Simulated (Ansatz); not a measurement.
Reaction (redistribution): `[F][In]([F])[Br]` + `[NH]=[V]([NH2])([Cl])[Cl]` → `[NH2][In]([F])[Br]` + `[NH]=[V]([F])([Cl])[Cl]`

Program: Ansatz. Geometries: PBE0-D4/def2-TZVP. ΔE: electronic, gas phase. CCSD(T)/CBS adds triple-zeta CCSD(T) − MP2 to the extrapolated MP2 energy (def2 sets, frozen cores). Elements past krypton have def2 core potentials. For Br, In, V outer-core shells are correlated without core-valence functions, which leaves a few kJ/mol of doubt a bond. Scalar relativity is left out up to krypton. One conformer a species, not always the lowest.

`[F][In]([F])[Br]`:

```xyz
4

F     0.751   -0.838    1.614
In    0.054   -0.055    0.000
F     0.824   -0.782   -1.607
Br   -1.629    1.674   -0.008
```

`[NH]=[V]([NH2])([Cl])[Cl]`:

```xyz
8

N     0.330   -1.028    1.115
V    -0.243   -0.415   -0.242
N     0.256    1.311   -0.177
Cl    0.656   -1.407   -1.945
Cl   -2.402   -0.585   -0.281
H     0.615   -1.583    1.912
H     0.776    1.771    0.553
H     0.012    1.937   -0.935
```

`[NH2][In]([F])[Br]`:

Cartesian coordinates in Å:
```
N 0.218 -0.004 1.237
In 0.007 0.073 -0.751
F 1.193 -1.047 -1.804
Br -1.396 1.589 -2.044
H 0.570 -0.884 1.589
H -0.592 0.273 1.773
```

`[NH]=[V]([F])([Cl])[Cl]`:

Cartesian coordinates in Å:
```
N -1.030 0.501 -0.342
V 0.372 -0.076 0.132
F 1.374 1.239 0.607
Cl -0.007 -1.397 1.774
Cl 1.216 -1.135 -1.527
H -1.924 0.869 -0.644
```

```json
{"species": "`[F][In]([F])[Br]`", "MP2/def2-QZVPP energy (Eh)": "-2962.37680"}
{"species": "`[NH]=[V]([NH2])([Cl])[Cl]`", "MP2/def2-QZVPP energy (Eh)": "-1974.24996"}
{"species": "`[NH2][In]([F])[Br]`", "MP2/def2-QZVPP energy (Eh)": "-2918.47744"}
{"species": "`[NH]=[V]([F])([Cl])[Cl]`", "MP2/def2-QZVPP energy (Eh)": "-2018.14407"}
```

(1) Work out ΔE.

Largest T1 diagnostic among the species: 0.031, so the coupled-cluster value is less sure than usual.

## Answers

(1) ΔE = (-2918.47744) + (-2018.14407) − (-2962.37680) − (-1974.24996) = 0.00525 Eh = +13.8 kJ/mol. CCSD(T)/CBS gives -3.9 kJ/mol.

Leaving LDA and LC-ωPBE aside and taking each functional with its dispersion term where it has one, the values, not all of them listed here, spread over 9.9 kJ/mol, from r2SCAN-D4 to PBE-QIDH. LDA lies −3.7 kJ/mol from PBE without D4. In def2-TZVPP, CCSD(T) changes the Hartree–Fock value by +5.3 kJ/mol (the triples alone add +5.6 kJ/mol) and MP2 by +24.3 kJ/mol.
